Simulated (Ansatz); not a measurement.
A structure relaxed at PBE0-D4/def2-SVP in Ansatz, charge 0, singlet:

```xyz
5

Ge   -0.023   -0.042    0.003
F    -0.848   -1.544    0.099
Cl   -0.769    1.005   -1.677
Cl    2.043   -0.445   -0.213
Cl   -0.403    1.026    1.789
```

**Question.** Give its formula, name or SMILES and point group.

**Answer.** GeFCl3 (GeCl3F). Point group C3v (tolerance 0.1 Å).

**Question.** Summarise the bond lengths by kind (pairs closer than 1.2 times the sum of covalent radii, bridged metal pairs left out).

**Answer.** 3 × Cl–Ge 2.12 Å; 1 × F–Ge 1.72 Å.
